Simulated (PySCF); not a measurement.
CH7FGe2.
Bonds: F1–C2, C2–Ge3, C2–Ge4. Hydrogens: H5 on C2; H6, H7, H8 on Ge3; H9, H10, H11 on Ge4.

Computed by this run: PySCF 2.14.0, PBE0-D3(BJ)/def2-SVP geometry optimisation, gas phase; density fitting, grid level 1; the optimiser is geomeTRIC in internal coordinates, started from a GFN2-xTB structure with every atom displaced at random (about 0.01 Å).

Step 2: E = -116868.2810 eV
```
atom  x, y, z in Å  |  force x, y, z in eV/Å
F1     -0.1352   -1.9457    0.2154    0.032  -0.001   0.056
C2     -0.1020   -0.6848   -0.3647   -0.065   0.035  -0.115
Ge3     1.6883    0.1065   -0.1179    0.005   0.028   0.008
Ge4    -1.6041    0.3833    0.3470    0.014   0.015  -0.009
H5     -0.2665   -0.7962   -1.4524    0.005  -0.055   0.020
H6      1.8041    1.3236   -1.0552    0.009   0.014   0.014
H7      1.8799    0.5610    1.3388   -0.007  -0.018   0.012
H8      2.7549   -0.9395   -0.4789    0.003  -0.007  -0.013
H9     -1.3027    0.8439    1.7830    0.007  -0.016   0.012
H10    -1.8046    1.6151   -0.5570    0.011   0.006   0.018
H11    -2.8701   -0.4880    0.3355   -0.013   0.000  -0.004
```

Step 3: E = -116868.2844 eV
```
atom  x, y, z in Å  |  force x, y, z in eV/Å
F1     -0.1260   -1.9410    0.2309    0.005   0.007   0.027
C2     -0.1058   -0.6898   -0.3734    0.007   0.040  -0.026
Ge3     1.6812    0.1111   -0.1212   -0.016  -0.015  -0.005
Ge4    -1.5999    0.3843    0.3417   -0.003  -0.038   0.012
H5     -0.2697   -0.8196   -1.4577   -0.006  -0.060  -0.011
H6      1.8032    1.3343   -1.0459    0.006   0.042  -0.015
H7      1.8590    0.5532    1.3394   -0.001  -0.009   0.036
H8      2.7509   -0.9310   -0.4811    0.016  -0.013  -0.017
H9     -1.2843    0.8351    1.7766    0.006  -0.010   0.030
H10    -1.7941    1.6200   -0.5520    0.000   0.051  -0.025
H11    -2.8725   -0.4774    0.3361   -0.015   0.002  -0.006
```

Step 4: E = -116868.2878 eV
```
atom  x, y, z in Å  |  force x, y, z in eV/Å
F1     -0.1122   -1.9310    0.2628   -0.021   0.009   0.000
C2     -0.1097   -0.6983   -0.3828    0.066   0.042   0.058
Ge3     1.6720    0.1181   -0.1282   -0.022  -0.035  -0.023
Ge4    -1.5953    0.3857    0.3334   -0.014  -0.043   0.009
H5     -0.2742   -0.8642   -1.4612   -0.013  -0.042  -0.021
H6      1.7989    1.3565   -1.0319   -0.003   0.034  -0.018
H7      1.8328    0.5360    1.3415    0.007  -0.004   0.029
H8      2.7483   -0.9157   -0.4941    0.017  -0.005  -0.016
H9     -1.2631    0.8169    1.7707   -0.001  -0.006   0.025
H10    -1.7753    1.6333   -0.5465   -0.004   0.046  -0.030
H11    -2.8803   -0.4579    0.3297   -0.012   0.004  -0.012
```

Step 5: E = -116868.2895 eV
```
atom  x, y, z in Å  |  force x, y, z in eV/Å
F1     -0.1054   -1.9226    0.2910   -0.024   0.008  -0.008
C2     -0.1098   -0.7029   -0.3811    0.062   0.027   0.074
Ge3     1.6697    0.1212   -0.1338   -0.013  -0.027  -0.023
Ge4    -1.5951    0.3869    0.3281   -0.011  -0.019  -0.003
H5     -0.2758   -0.8943   -1.4551   -0.011  -0.020  -0.013
H6      1.7908    1.3720   -1.0233   -0.010   0.013  -0.007
H7      1.8309    0.5207    1.3420    0.010  -0.004   0.010
H8      2.7498   -0.9044   -0.5146    0.007   0.004  -0.012
H9     -1.2644    0.8027    1.7712   -0.007  -0.005   0.010
H10    -1.7605    1.6442   -0.5440   -0.001   0.019  -0.013
H11    -2.8885   -0.4444    0.3131   -0.003   0.004  -0.014
```

Task: Estimate the geometry and energy of step 6. (The exact step hangs on the optimiser's Hessian estimate; all steps are aligned on step 5, rigid shifts and turns removed.)

Result: E = -116868.2915 eV, largest force 0.068 eV/Å
```
atom  x, y, z in Å  |  force x, y, z in eV/Å
F1     -0.0981   -1.9084    0.3420   -0.014   0.007  -0.014
C2     -0.1072   -0.7085   -0.3667    0.025  -0.011   0.062
Ge3     1.6707    0.1240   -0.1427    0.004  -0.003  -0.013
Ge4    -1.5976    0.3897    0.3206   -0.002   0.022  -0.017
H5     -0.2765   -0.9373   -1.4335   -0.003   0.014   0.001
H6      1.7695    1.3941   -1.0106   -0.014  -0.017   0.010
H7      1.8514    0.4938    1.3399    0.011  -0.003  -0.018
H8      2.7533   -0.8857   -0.5615   -0.007   0.012  -0.003
H9     -1.2887    0.7800    1.7766   -0.012  -0.001  -0.012
H10    -1.7333    1.6618   -0.5402    0.004  -0.021   0.015
H11    -2.9016   -0.4244    0.2695    0.008   0.002  -0.012
```

The energy changes by -0.0021 eV. The first-order estimate −F·Δx gives -0.0039 eV and the mean of the old and new forces, exact on a quadratic surface, -0.0026 eV. The step makes an angle of 75° with the force vector and moves no atom by more than 0.053 Å.

The cost below is that of the whole optimisation. Time: 74 s; peak memory 0.53 GiB. Hardware: one thread of an Arm Neoverse V1, shared host with 32 logical CPUs at a one-minute load of 12.
